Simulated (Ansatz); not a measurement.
CH5AsSi, SMILES `C1[SiH2][AsH]1`, relaxed with RKS PBE0-D4/def2-TZVP in Ansatz from a PBE-D4/def2-SVP geometry. The force threshold is 0.005 eV/Å; the program also tests the step.

Total charge 0; spin multiplicity 1.

Start:

```xyz
8

C    -0.476    0.468    0.712
Si    0.031   -0.965   -0.373
As    0.032    1.264   -1.127
H     0.154    0.788    1.558
H    -1.553    0.608    0.908
H    -1.047   -1.891   -0.845
H     1.335   -1.641   -0.088
H     1.525    1.369   -0.746
```

```json
{"step": "1", "energy (eV)": "-69825.5539", "largest force (eV/Å)": "0.534", "largest move (Å)": "0.000"}
{"step": "2", "energy (eV)": "-69825.5863", "largest force (eV/Å)": "0.140", "largest move (Å)": "0.030"}
{"step": "3", "energy (eV)": "-69825.5890", "largest force (eV/Å)": "0.030", "largest move (Å)": "0.017"}
{"step": "4", "energy (eV)": "-69825.5891", "largest force (eV/Å)": "0.011", "largest move (Å)": "0.006"}
{"step": "5", "energy (eV)": "-69825.5892", "largest force (eV/Å)": "0.005", "largest move (Å)": "0.002"}
```

End:

```xyz
8

C    -0.473    0.458    0.709
Si    0.032   -0.949   -0.369
As    0.030    1.245   -1.112
H     0.153    0.784    1.532
H    -1.532    0.598    0.904
H    -1.031   -1.863   -0.844
H     1.315   -1.625   -0.079
H     1.506    1.352   -0.741
```

Run time 10 s (4 threads of a server CPU on a shared host); peak host memory 0.37 GiB.
